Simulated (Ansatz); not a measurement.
One change: `PS` becomes `P[SeH]`.

Ansatz, PBE0-D4/def2-TZVP geometries, multiplicity 1. 

Scalar relativity is left out up to krypton.

```csv
property,`PS`
"ideal-gas entropy at 298 K and 1 bar (rigid rotor, harmonic PBE0-D4/def2-TZVP) / J/(mol·K)",267
HOMO–LUMO gap (ωB97M-V/def2-TZVPP) / eV,11.21
LUMO energy (ωB97M-V/def2-TZVPP) / eV,1.56
zero-point energy (PBE0-D4/def2-TZVP) / kJ/mol,71.2
HOMO–LUMO gap (PBE0/def2-TZVPP) / eV,7.07
size of the dipole moment (PBE/def2-TZVPP) / D,0.47
```

Question: What does the change do to each property? (Estimate.)

Answer: Computed: 
```json
{"property": "ideal-gas entropy at 298 K and 1 bar (rigid rotor, harmonic PBE0-D4/def2-TZVP) / J/(mol·K)", "`P[SeH]`": "280", "shift": "13"}
{"property": "HOMO–LUMO gap (ωB97M-V/def2-TZVPP) / eV", "`P[SeH]`": "10.35", "shift": "-0.86"}
{"property": "LUMO energy (ωB97M-V/def2-TZVPP) / eV", "`P[SeH]`": "1.14", "shift": "-0.42"}
{"property": "zero-point energy (PBE0-D4/def2-TZVP) / kJ/mol", "`P[SeH]`": "67.6", "shift": "-3.6"}
{"property": "HOMO–LUMO gap (PBE0/def2-TZVPP) / eV", "`P[SeH]`": "6.29", "shift": "-0.78"}
{"property": "size of the dipole moment (PBE/def2-TZVPP) / D", "`P[SeH]`": "0.41", "shift": "-0.06"}
```

With PBE0 the HOMO rises by 0.41 eV and the LUMO falls by 0.38 eV, so the gap narrows by about 0.79 eV. PBE moves the HOMO by 0.33 eV and ωB97M-V by 0.44 eV. Dipoles are sizes alone; their direction can turn.

Spin–orbit coupling is left out; it splits and shifts lone-pair levels of the heavy atoms by tenths of an eV.
